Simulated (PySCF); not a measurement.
Compound: C4H7FOS2.
Z-matrix (Å and degrees, PBE0-D3(BJ)/def2-SVP geometry), rows numbered from 1:
```
C 
S   1  1.8103
C   2  1.7762  1   97.73
F   3  1.3609  2  112.41  1    55.83
C   3  1.5216  2  118.32  1  -172.86
C   5  1.5283  3   95.18  2   148.13
S   6  1.8630  5   91.27  3   -27.34
O   7  1.4925  3  110.94  2   107.59
H   1  1.0977  2  107.00  3   169.20
H   1  1.0998  2  110.64  3    50.10
H   1  1.0975  2  110.57  3   -71.31
H   5  1.0998  3  113.46  2   -90.15
H   5  1.0999  3  110.30  2    32.17
H   6  1.0993  5  112.55  3    79.70
H   6  1.0977  5  119.19  3  -147.32
```

Method used: PySCF 2.14.0, PBE0-D3(BJ)/def2-SVP geometry optimisation, gas phase.

Masses are those of the commonest isotopes; rigid-rotor values at the optimised geometry. The values belong to one conformer with, in the numbering `[CH3:1][S:2][C@@:3]1([F:4])[CH2:5][CH2:6][S@@:7]1=[O:8]`, C1–S2–C3–F4 56°, S2–C3–C5–C6 148°, C3–C5–C6–S7 -27°, C5–C6–S7–O8 129°, S2–C3–S7–C6 -145°.

(1) Give the principal moments of inertia and the rotational constants in GHz.

(2) What kind of rotor is it?

(3) Is it planar, by Δ = Ic − Ia − Ib?

(4) Give the other two planar moments, Paa and Pbb, and the rms extents of the mass along the axes.

(5) List the rotational levels J(Ka,Kc) to J = 2 (K).

(6) Which types of transition are allowed, and where do some lines up to J = 3 fall?

(7) Estimate the classical rotational partition function at 10 K, 298.15 K and 500 K.

## Answers

(1) Ia = 227.82, Ib = 400.23, Ic = 488.59 u·Å²; 505379 MHz·u·Å²/I gives 2218, 1263 and 1034 MHz, that is A = 2.2183, B = 1.2627, C = 1.0344 GHz.

(2) An asymmetric top: κ = (2 × 1263 − 2218 − 1034)/(2218 − 1034) = -0.61.

(3) Not planar: Δ = Ic − Ia − Ib = -139.46 u·Å². For a rigid frame Δ = −2 Σ m c², so Σ m c² = 69.73 u·Å² lies off the ab plane: 4.63 from hydrogen and 65.10 from heavier atoms. The atom farthest from that plane is 1.53 Å away.

(4) Paa = Σ m a² = (Ib + Ic − Ia)/2 = 330.50 and Pbb = Σ m b² = (Ia + Ic − Ib)/2 = 158.09 u·Å². With the mass M = 153.99 u, the rms extents √(P/M) along a, b and c are 1.46, 1.01, 0.67 Å.

(5) Above 0(0,0), as E/k:
J = 1: 1(0,1) 0.110, 1(1,1) 0.156, 1(1,0) 0.167
J = 2: 2(0,2) 0.329, 2(1,2) 0.366, 2(1,1) 0.399, 2(2,1) 0.536, 2(2,0) 0.538
Those of J = 1 are B + C, A + C and A + B.

(6) The dipole components are |μa| = 0.55 D, |μb| = 2.69 D, |μc| = 1.38 D. The squared components, which scale the intensities, stand as 0.04 : 1.00 : 0.26 (a : b : c). Some of the stronger lines:

```
type  branch         J(Ka,Kc)    MHz  lower level (cm⁻¹)
   c       Q  1(1,1) ← 1(0,1)    956               0.077
   b       Q  2(1,1) ← 2(0,2)   1449               0.229
   b       Q  3(2,1) ← 3(1,2)   2725               0.517
   b       Q  3(2,2) ← 3(1,3)   3915               0.472
   b       R  3(1,2) ← 2(2,1)   4342               0.373
   b       R  3(0,3) ← 2(1,2)   5988               0.254
   c       R  2(2,0) ← 1(1,0)   7726               0.116
   c       R  2(2,1) ← 1(1,1)   7918               0.108
   b       R  3(2,2) ← 2(1,1)   9758               0.277
   c       R  3(2,1) ← 2(1,1)   9934               0.277
   c       R  3(2,2) ← 2(1,2)  10443               0.254
   b       R  3(3,0) ← 2(2,1)  12265               0.373
```

(7) Point group C1, symmetry number σ = 1; q = (√π/σ)·√((kT/h)³/(ABC)), k/h = 20836.6 MHz/K: 3130 at 10 K, 510000 at 298.15 K, 1110000 at 500 K.

Not checked by PBE0-D3(BJ)/def2-SVP frequencies. These are rigid-rotor constants of the computed structure; measured ground-state constants (B0) also hold zero-point vibration. A rigid rotor knows nothing of internal rotation, which can split or shift real lines.
